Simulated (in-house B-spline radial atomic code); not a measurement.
## Ionising Ca6+ with different functionals

Computed with a B-spline radial code for spherical atoms: non-relativistic Hamiltonian, point nucleus, spin-polarised at highest spin, spherical fractional occupations for the functionals, the average over the highest-spin determinants for Hartree-Fock. The ionisation energy is the difference of two self-consistent energies, [Ne] 3s2 3p2 → [Ne] 3s2 3p1, without Breit or QED terms; ε is the level of the shell that loses the electron (its least bound occupied spin orbital).

Hybrids are left out here: with spherical fractional occupations of an open shell their exact exchange keeps a self-interaction that integer-occupation calculations don't have.

```tsv
method	rung	ΔSCF (eV)	-ε(3p) (eV)
Hartree-Fock	Hartree-Fock	126.34	126.75
LDA VWN5	LDA	127.38	117.45
LDA PW92	LDA	127.36	117.44
LDA exchange-only	LDA	?	?
PBE	GGA	127.38	117.53
PBEsol	GGA	127.29	117.42
BLYP	GGA	127.29	117.35
RPBE	GGA	127.37	117.53
PW91	GGA	127.51	117.64
BP86	GGA	127.45	117.56
AM05	GGA	127.26	117.37
OLYP	GGA	127.71	117.86
TPSS	meta-GGA	127.53	117.74
SCAN	meta-GGA	127.74	118.14
r2SCAN	meta-GGA	127.66	118.08
M06-L	meta-GGA	127.55	118.06
revTPSS	meta-GGA	?	?
```

Task: What does LDA exchange-only give?

Result: ΔSCF 125.90 eV, and -ε(3p) = 116.03 eV.

Task: What does revTPSS give?

Result: ΔSCF 127.42 eV, and -ε(3p) = 117.65 eV.

Task: How do they compare with the NIST value?

Result: NIST lists 127.2 eV ± 0.25 (semi-empirical, ground level to ground level). Errors run from -1.31 to +0.53 eV; AM05 is closest (+0.05 eV), though others lie within the uncertainty of it, and part of that can be cancellation, since the calculations leave out relativity, Breit-QED terms, multiplet and fine-structure energies. Hartree-Fock also lacks correlation.
